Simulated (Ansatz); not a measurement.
```xyz
19

C    -1.733    1.927    0.281
C    -0.781    0.799    0.516
C    -0.543    0.304    1.790
C     0.344   -0.741    1.990
C     1.011   -1.314    0.919
C     0.805   -0.852   -0.374
C     1.516   -1.457   -1.541
C    -0.096    0.207   -0.555
C    -0.324    0.698   -1.874
N    -0.509    1.094   -2.941
H    -2.179    2.261    1.218
H    -2.537    1.629   -0.398
H    -1.229    2.778   -0.184
H    -1.061    0.746    2.634
H     0.517   -1.115    2.992
H     1.703   -2.131    1.084
H     2.115   -0.710   -2.068
H     0.806   -1.859   -2.269
H     2.175   -2.264   -1.220
```

Charge 0, multiplicity 1.

Q: List the PBE0/def2-TZVPP orbital energies in eV (Ansatz 0.2.0). (Best estimate.)

A: Computed: Occupied: -391.29, -279.40, -279.26, -279.26, -279.16, -278.83, -278.64, -278.64, -278.37, -278.37, -25.60, -24.79, -22.63, -22.19, -20.23, -19.60, -18.06, -16.74, -15.47, -14.08, -13.62, -12.61, -12.34, -11.98, -11.94, -11.73, -10.94, -10.61, -10.55, -10.39, -10.03, -9.97, -9.42, -7.49, -7.45. Lowest empty: -1.45, -0.52, 1.11, 1.20, 1.62, 1.75, 2.09, 2.53.
